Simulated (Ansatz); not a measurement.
## Abstraction of H: CH2O2 + SnH(CH3)(SiH3) → CHO2 + SnH2(CH3)(SiH3)

Species: CH2O2 (formic acid) `O=CO`, singlet; SnH(CH3)(SiH3), doublet; CHO2 `O=[C]O`, doublet; SnH2(CH3)(SiH3), singlet. A radical takes H: the energy is the difference in strength between the C–H bond broken and the Sn–H bond made.

Shapes, held fixed at every level: PBE0-D4/def2-TZVP. Flexible molecules stand in one conformer, not always the lowest. Programs: Ansatz 0.2.0. The zero-point and thermal change to 298 K, harmonic and unscaled (PBE0-D4/def2-TZVP), is -13.5 kJ/mol.

```csv
level,kind,ΔH(298 K) (kJ/mol),less CCSD(T)/def2-TZVPP,CPU time (sum over the molecules)
MP2/def2-SVP,perturbation theory,+109.5,+7.9,–
B3LYP-D4/def2-TZVPP,global hybrid,+103.8,+2.2,49 s
BHLYP-D4/def2-TZVPP,global hybrid,+104.1,+2.5,43 s
PBE0-D4/def2-TZVPP,global hybrid,+105.2,+3.6,40 s
CCSD(T)/def2-SVP,coupled cluster or CI,+103.0,+1.4,68 s
CCSD/def2-SVP,coupled cluster or CI,+104.4,+2.8,–
CCSD(T)/def2-TZVPP,coupled cluster or CI,+101.6,0.0,33 min
```

The highest level, CCSD(T)/def2-TZVPP, gives ΔH(298 K) = +101.6 kJ/mol; the levels span +101.6 to +109.5. The column of differences is taken from that level and isn't an error. No measured value is set beside it here. Open shells run unrestricted. For atoms past krypton def2 sets carry core potentials with scalar relativity. Outer-core shells of Sn are correlated, in sets that cover them unevenly. Times are processor times on shared x86 and Arm servers, and rough.
